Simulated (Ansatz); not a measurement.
Ansatz (a quantum-chemistry and plane-wave program) input (PBE/def2-TZVPD):

Ansatz 0.2 input:
```yaml
crystal:
  periodic: [false, false, false]
  atoms:
    - {symbol: C, position_ang: [-3.71588591, -0.42392176, -0.07768194]}
    - {symbol: C, position_ang: [-2.41756925, -0.83825761, 0.50928584]}
    - {symbol: C, position_ang: [-1.20161658, -0.28887500, -0.23943464]}
    - {symbol: C, position_ang: [0.11826500, -0.70080328, 0.40130115]}
    - {symbol: C, position_ang: [1.36194998, -0.21560799, -0.32454574]}
    - {symbol: C, position_ang: [2.64973599, -0.76049925, 0.26039812]}
    - {symbol: Cl, position_ang: [1.43095271, 1.61335379, -0.29205688]}
    - {symbol: H, position_ang: [-3.80014978, 0.50285475, -0.62985861]}
    - {symbol: H, position_ang: [-4.62488316, -0.96713500, 0.14035838]}
    - {symbol: H, position_ang: [-2.36283841, -1.93244386, 0.56023706]}
    - {symbol: H, position_ang: [-2.35738573, -0.50524773, 1.55959442]}
    - {symbol: H, position_ang: [-1.26294959, 0.80084933, -0.27702420]}
    - {symbol: H, position_ang: [-1.22910239, -0.63814009, -1.27643266]}
    - {symbol: H, position_ang: [0.17826811, -1.79518024, 0.43374766]}
    - {symbol: H, position_ang: [0.15870766, -0.35611578, 1.43882959]}
    - {symbol: H, position_ang: [1.29418326, -0.45386087, -1.38575247]}
    - {symbol: H, position_ang: [3.51815121, -0.37921233, -0.27483034]}
    - {symbol: H, position_ang: [2.74303487, -0.48443734, 1.31148081]}
    - {symbol: H, position_ang: [2.64949273, -1.85115591, 0.18868026]}
basis:
  gaussian:
    orbitals: def2-TZVPD
hamiltonian:
  xc: {name: PBE}
magnetization: {spin_polarized: true, initial_magnetization: 1}
output: {forces: true}
```

End of the output:

```
Atom 5 at     2.649736    -0.760499     0.260398 Å, force    -0.152193     0.082634    -0.074780 eV/Å
Atom 6 at     1.430953     1.613354    -0.292057 Å, force     0.005358     0.023729    -0.011798 eV/Å
Atom 7 at    -3.800150     0.502855    -0.629859 Å, force    -0.025650     0.261409    -0.158315 eV/Å
Atom 8 at    -4.624883    -0.967135     0.140358 Å, force    -0.259970    -0.155569     0.056275 eV/Å
Atom 9 at    -2.362838    -1.932444     0.560237 Å, force     0.008971    -0.287375     0.036930 eV/Å
Atom 10 at    -2.357386    -0.505248     1.559594 Å, force     0.019518     0.073041     0.278504 eV/Å
Atom 11 at    -1.262950     0.800849    -0.277024 Å, force    -0.014982     0.307620    -0.013457 eV/Å
Atom 12 at    -1.229102    -0.638140    -1.276433 Å, force    -0.016005    -0.090362    -0.271452 eV/Å
Atom 13 at     0.178268    -1.795180     0.433748 Å, force     0.025694    -0.293063     0.010897 eV/Å
Atom 14 at     0.158708    -0.356116     1.438830 Å, force     0.014174     0.085026     0.289436 eV/Å
Atom 15 at     1.294183    -0.453861    -1.385752 Å, force    -0.020683    -0.058897    -0.328650 eV/Å
Atom 16 at     3.518151    -0.379212    -0.274830 Å, force     0.232437     0.090799    -0.135317 eV/Å
Atom 17 at     2.743035    -0.484437     1.311481 Å, force     0.032121     0.064508     0.271758 eV/Å
Atom 18 at     2.649493    -1.851156     0.188680 Å, force     0.005881    -0.276503    -0.018251 eV/Å
Dipole moment:     0.015862    -0.451196     0.063401 e Å
```

It need not be the lowest isomer of its formula.
